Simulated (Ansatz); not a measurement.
`[Cl][AlH][Cl]` + `N=C=O` → `O=C=[N][AlH][Cl]` + HCl at 400 K and 1 bar (ligand exchange at the Al–Cl bond).

Calculated with Ansatz (gas phase, PBE0-D4/def2-TZVP geometries, no zero-point term in ΔE). CBS: MP2 limit from def2 TZ/QZ plus the TZ coupled-cluster correction, frozen cores. This one scheme is used for every species. One conformer a species, not always the lowest.

```tsv
species	CCSD(T)/CBS energy (Eh)	H − E (kJ/mol)	S (J/(mol·K))
`[Cl][AlH][Cl]`	-1162.30651	46.2	307.4
`N=C=O`	-168.51995	72.4	252.4
`O=C=[N][AlH][Cl]`	-870.43852	86.1	367.4
HCl	-460.38127	29.6	195.4
```

H − E and S are ideal-gas, rigid-rotor, harmonic terms from PBE0-D4/def2-TZVP, for one conformer and one mirror image of each species. 1 Eh = 2625.50 kJ/mol, R = 8.31446 J/(mol·K).

Task: By hand: ΔE, ΔH, ΔS and ΔG.

Result: ΔE = (-870.43852) + (-460.38127) − (-1162.30651) − (-168.51995) = 0.00667 Eh = 17.5 kJ/mol. Δ(H − E) = 86.1 + 29.6 − 46.2 − 72.4 = -2.9, so ΔH = 14.6 kJ/mol. ΔS = 367.4 + 195.4 − 307.4 − 252.4 = 3.0 J/(mol·K). ΔG = 14.6 − 400 × (3.0)/1000 = 13.4 kJ/mol.

Task: By hand: the equilibrium constant, and the temperature at which ΔG would vanish if ΔH and ΔS stayed fixed.

Result: log₁₀ K = −ΔG/(RT ln 10) = -1.7. ΔG = 0 at ΔH/ΔS = 4867 K, far beyond where these terms or the molecules hold.

The number of gas molecules stays the same, so ΔS is small and ΔH decides. A doubt of 5 kJ/mol in ΔE shifts log₁₀ K by 0.7 here. Other conformers and mirror images would add mixing entropy, several J/(mol·K) or more a flexible species. Modes under 60 cm⁻¹, often nearly free rotors, make the harmonic entropy too high. These are equilibria of isolated gas molecules and say nothing of rates. Largest T1 diagnostic: 0.018 (customary marks: 0.02 for closed shells, 0.045 for open ones).
